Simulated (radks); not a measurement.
Charge is removed step by step from the 4d5/2 level of I, starting from [Kr] 4d(3/2: 4, 5/2: 6) 5s2 5p5. All-electron calculation, Dirac Kohn-Sham, BLYP, spin-unpolarised, spherical densities, finite nucleus; open shells fill j = l - 1/2 first; Fermi nuclear charge, rms radius 4.75 fm. Program: a radial shooting solver on a logarithmic mesh with Libxc functionals.

| removed (e) | E - E(0) (eV) | eigenvalue (eV) | E minus straight line (eV) |
|---|---|---|---|
| 0 | 0.000 | -49.210 | 0.000 |
| 0.125 | 6.270 | -51.124 | -0.874 |
| 0.25 | 12.782 | -53.074 | -1.507 |
| 0.375 | 19.540 | -55.058 | -1.894 |
| 0.5 | 26.548 | -57.075 | -2.031 |
| 0.625 | 33.810 | -59.123 | -1.914 |
| 0.75 | 41.330 | -61.201 | -1.539 |
| 0.875 | 49.112 | -63.308 | -0.902 |
| 1 | 57.158 | -65.443 | 0.000 |

Removing the whole electron costs 57.158 eV by Delta-SCF, against 49.210 eV from minus the eigenvalue at the starting occupation. Slater's transition state (half an electron removed) gives 57.075 eV. Integrating minus the eigenvalue over the occupation (Janak's theorem) gives 57.158 eV. The mean slope of the eigenvalue, de/dn, is 16.2 eV per electron.
